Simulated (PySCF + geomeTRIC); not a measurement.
Method: BP86-D3(BJ)/def2-SVP (PySCF + geomeTRIC). fastk is a local helper that only speeds up exchange builds. No frequencies were computed at this level.

```python
import json, numpy as np
from pyscf import gto, dft
from fastk import lowrank_exchange
atoms = """
Hf    -0.126034    -0.054058    -0.014181
N      0.963192    -1.656431     0.628649
H      0.472022    -2.321418     1.231218
H      1.803521    -1.393152     1.151352
N      1.221233     1.448875    -0.319199
H      0.960898     2.141917    -1.025619
H      2.147026     1.115439    -0.602470
N     -1.158348    -0.472752    -1.725295
H     -2.122294    -0.779192    -1.565844
H     -0.751399    -1.180488    -2.341481
N     -1.519158     0.487062     1.376538
H     -2.320252     0.989601     0.984519
H     -1.182415     1.077812     2.140914
"""
def scf(charge, spin, dm0=None):
    mol = gto.M(atom=atoms, basis='def2-svp', ecp={'Hf': 'def2-svp'}, charge=charge, spin=spin, verbose=3, max_memory=10080)
    mf = dft.KS(mol, xc='bp86').density_fit(auxbasis="def2-universal-jkfit")
    mf.disp = 'd3bj'
    mf.grids.level = 3
    mf.conv_tol = 1e-8
    mf.max_cycle = 120
    mf.level_shift = 0.25
    mf.kernel(dm0)
    if not mf.converged:
        mf = mf.newton().run(mf.mo_coeff, mf.mo_occ).undo_soscf()
    return mf
mf = scf(0, 0)
from pyscf.geomopt.geometric_solver import kernel as optimize
path = []
done, mol = optimize(mf, maxsteps=120, assert_convergence=False, callback=lambda env: path.append((env["energy"], bool(env["g_scanner"].converged))))
res = dict(converged=bool(done and path[-1][1]), energy=path[-1][0], path=[e for e, c in path], xyz=mol.atom_coords(unit="Angstrom").tolist(), nao=mol.nao)
json.dump(res, open("result.json", "w"))
```

Output:

```
converged SCF energy = -271.901959062941
Geometry optimization cycle 1
converged SCF energy = -271.901959056663
cycle 1: E = -271.901959057  dE = -271.902  norm(grad) = 0.0280076
Geometry optimization cycle 2
converged SCF energy = -271.908073014032
cycle 2: E = -271.908073014  dE = -0.00611396  norm(grad) = 0.0336475
Geometry optimization cycle 3
converged SCF energy = -271.912010276361
cycle 3: E = -271.912010276  dE = -0.00393726  norm(grad) = 0.0225665
Geometry optimization cycle 4
converged SCF energy = -271.917484684022
cycle 4: E = -271.917484684  dE = -0.00547441  norm(grad) = 0.0213652
Geometry optimization cycle 5
converged SCF energy = -271.918992139572
cycle 5: E = -271.91899214  dE = -0.00150746  norm(grad) = 0.0172242
Geometry optimization cycle 6
converged SCF energy = -271.920970604389
cycle 6: E = -271.920970604  dE = -0.00197846  norm(grad) = 0.00736363
Geometry optimization cycle 7
converged SCF energy = -271.922517423932
cycle 7: E = -271.922517424  dE = -0.00154682  norm(grad) = 0.00953069
Geometry optimization cycle 8
converged SCF energy = -271.924418404086
cycle 8: E = -271.924418404  dE = -0.00190098  norm(grad) = 0.0202317
Geometry optimization cycle 9
converged SCF energy = -271.92645876694
cycle 9: E = -271.926458767  dE = -0.00204036  norm(grad) = 0.024781
Geometry optimization cycle 10
converged SCF energy = -271.929354697287
cycle 10: E = -271.929354697  dE = -0.00289593  norm(grad) = 0.010374
Geometry optimization cycle 11
converged SCF energy = -271.93020303352
cycle 11: E = -271.930203034  dE = -0.000848336  norm(grad) = 0.00327417
Geometry optimization cycle 12
converged SCF energy = -271.930317618951
cycle 12: E = -271.930317619  dE = -0.000114585  norm(grad) = 0.00107653
Geometry optimization cycle 13
converged SCF energy = -271.930340995019
cycle 13: E = -271.930340995  dE = -2.33761e-05  norm(grad) = 0.000927414
Geometry optimization cycle 14
converged SCF energy = -271.930359859563
cycle 14: E = -271.93035986  dE = -1.88645e-05  norm(grad) = 0.00106768
Geometry optimization cycle 15
converged SCF energy = -271.93037446261
cycle 15: E = -271.930374463  dE = -1.4603e-05  norm(grad) = 0.000927856
Geometry optimization cycle 16
converged SCF energy = -271.930381604719
cycle 16: E = -271.930381605  dE = -7.14211e-06  norm(grad) = 0.000623003
Geometry optimization cycle 17
converged SCF energy = -271.930386963829
cycle 17: E = -271.930386964  dE = -5.35911e-06  norm(grad) = 0.000434399
Geometry optimization cycle 18
converged SCF energy = -271.930391170887
cycle 18: E = -271.930391171  dE = -4.20706e-06  norm(grad) = 0.000525649
Geometry optimization cycle 19
converged SCF energy = -271.930394703452
cycle 19: E = -271.930394703  dE = -3.53256e-06  norm(grad) = 0.000632773
Geometry optimization cycle 20
converged SCF energy = -271.930398151716
cycle 20: E = -271.930398152  dE = -3.44826e-06  norm(grad) = 0.000675794
Geometry optimization cycle 21
converged SCF energy = -271.930401831793
cycle 21: E = -271.930401832  dE = -3.68008e-06  norm(grad) = 0.000640762
Geometry optimization cycle 22
converged SCF energy = -271.930404883663
cycle 22: E = -271.930404884  dE = -3.05187e-06  norm(grad) = 0.000483205
Geometry optimization cycle 23
converged SCF energy = -271.930406426518
cycle 23: E = -271.930406427  dE = -1.54285e-06  norm(grad) = 0.000247586
Geometry optimization cycle 24
converged SCF energy = -271.930406600984
cycle 24: E = -271.930406601  dE = -1.74466e-07  norm(grad) = 0.00010109
Geometry optimization cycle 25
converged SCF energy = -271.930406633761
cycle 25: E = -271.930406634  dE = -3.27769e-08  norm(grad) = 0.000112399
<class 'geometric.internal.Distance'> : 12
<class 'geometric.internal.Angle'> : 18
<class 'geometric.internal.Dihedral'> : 24
<class 'geometric.internal.TranslationX'> : 1
<class 'geometric.internal.TranslationY'> : 1
<class 'geometric.internal.TranslationZ'> : 1
<class 'geometric.internal.RotationA'> : 1
<class 'geometric.internal.RotationB'> : 1
<class 'geometric.internal.RotationC'> : 1
Step    0 : Gradient = 7.768e-03/9.364e-03 (rms/max) Energy = -271.9019590567
Step    1 : Displace = 9.574e-02/1.130e-01 (rms/max) Trust = 1.000e-01 (=) Grad = 9.332e-03/1.633e-02 (rms/max) E (change) = -271.9080730140 (-6.114e-03) Quality = 0.812
Step    2 : Displace = 2.599e-02/3.886e-02 (rms/max) Trust = 1.414e-01 (+) Grad = 6.259e-03/9.893e-03 (rms/max) E (change) = -271.9120102764 (-3.937e-03) Quality = 1.669
Step    3 : Displace = 8.001e-02/1.112e-01 (rms/max) Trust = 2.000e-01 (+) Grad = 5.926e-03/1.013e-02 (rms/max) E (change) = -271.9174846840 (-5.474e-03) Quality = 1.171
Step    4 : Displace = 3.516e-02/4.871e-02 (rms/max) Trust = 2.828e-01 (+) Grad = 4.777e-03/7.871e-03 (rms/max) E (change) = -271.9189921396 (-1.507e-03) Quality = 1.569
Step    5 : Displace = 6.048e-02/8.053e-02 (rms/max) Trust = 3.000e-01 (+) Grad = 2.042e-03/2.505e-03 (rms/max) E (change) = -271.9209706044 (-1.978e-03) Quality = 1.381
Step    6 : Displace = 6.844e-02/9.207e-02 (rms/max) Trust = 3.000e-01 (=) Grad = 2.643e-03/3.583e-03 (rms/max) E (change) = -271.9225174239 (-1.547e-03) Quality = 1.492
Step    7 : Displace = 1.138e-01/1.490e-01 (rms/max) Trust = 3.000e-01 (=) Grad = 5.611e-03/9.515e-03 (rms/max) E (change) = -271.9244184041 (-1.901e-03) Quality = 1.215
Step    8 : Displace = 8.074e-02/1.342e-01 (rms/max) Trust = 3.000e-01 (=) Grad = 6.873e-03/1.095e-02 (rms/max) E (change) = -271.9264587669 (-2.040e-03) Quality = 1.510
Step    9 : Displace = 1.799e-01/3.021e-01 (rms/max) Trust = 3.000e-01 (=) Grad = 2.877e-03/3.644e-03 (rms/max) E (change) = -271.9293546973 (-2.896e-03) Quality = 0.996
Step   10 : Displace = 5.822e-02/9.243e-02 (rms/max) Trust = 3.000e-01 (=) Grad = 9.081e-04/1.197e-03 (rms/max) E (change) = -271.9302030335 (-8.483e-04) Quality = 1.072
Step   11 : Displace = 1.474e-02/2.531e-02 (rms/max) Trust = 3.000e-01 (=) Grad = 2.986e-04/4.577e-04 (rms/max) E (change) = -271.9303176190 (-1.146e-04) Quality = 1.230
Step   12 : Displace = 8.703e-03/1.560e-02 (rms/max) Trust = 3.000e-01 (=) Grad = 2.572e-04/4.895e-04 (rms/max) E (change) = -271.9303409950 (-2.338e-05) Quality = 1.411
Step   13 : Displace = 9.733e-03/1.636e-02 (rms/max) Trust = 3.000e-01 (=) Grad = 2.961e-04/5.714e-04 (rms/max) E (change) = -271.9303598596 (-1.886e-05) Quality = 1.414
Step   14 : Displace = 9.682e-03/1.510e-02 (rms/max) Trust = 3.000e-01 (=) Grad = 2.573e-04/4.957e-04 (rms/max) E (change) = -271.9303744626 (-1.460e-05) Quality = 1.324
Step   15 : Displace = 5.387e-03/9.995e-03 (rms/max) Trust = 3.000e-01 (=) Grad = 1.728e-04/3.162e-04 (rms/max) E (change) = -271.9303816047 (-7.142e-06) Quality = 1.326
Step   16 : Displace = 4.523e-03/8.259e-03 (rms/max) Trust = 3.000e-01 (=) Grad = 1.205e-04/2.194e-04 (rms/max) E (change) = -271.9303869638 (-5.359e-06) Quality = 1.279
Step   17 : Displace = 4.704e-03/9.017e-03 (rms/max) Trust = 3.000e-01 (=) Grad = 1.458e-04/2.345e-04 (rms/max) E (change) = -271.9303911709 (-4.207e-06) Quality = 1.221
Step   18 : Displace = 5.044e-03/9.917e-03 (rms/max) Trust = 3.000e-01 (=) Grad = 1.755e-04/3.202e-04 (rms/max) E (change) = -271.9303947035 (-3.533e-06) Quality = 1.179
Step   19 : Displace = 5.721e-03/1.117e-02 (rms/max) Trust = 3.000e-01 (=) Grad = 1.874e-04/3.669e-04 (rms/max) E (change) = -271.9303981517 (-3.448e-06) Quality = 1.164
Step   20 : Displace = 7.373e-03/1.378e-02 (rms/max) Trust = 3.000e-01 (=) Grad = 1.777e-04/3.012e-04 (rms/max) E (change) = -271.9304018318 (-3.680e-06) Quality = 1.029
Step   21 : Displace = 8.076e-03/1.551e-02 (rms/max) Trust = 3.000e-01 (=) Grad = 1.340e-04/1.917e-04 (rms/max) E (change) = -271.9304048837 (-3.052e-06) Quality = 0.828
Step   22 : Displace = 4.962e-03/1.022e-02 (rms/max) Trust = 3.000e-01 (=) Grad = 6.867e-05/9.917e-05 (rms/max) E (change) = -271.9304064265 (-1.543e-06) Quality = 0.726
Step   23 : Displace = 1.277e-03/2.284e-03 (rms/max) Trust = 3.000e-01 (=) Grad = 2.804e-05/4.620e-05 (rms/max) E (change) = -271.9304066010 (-1.745e-07) Quality = 0.298
Step   24 : Displace = 6.412e-04/1.034e-03 (rms/max) Trust = 3.000e-01 (=) Grad = 3.117e-05/4.813e-05 (rms/max) E (change) = -271.9304066338 (-3.278e-08) Quality = 0.120
Converged! =D
```

Cost: roughly 15 core-minutes.
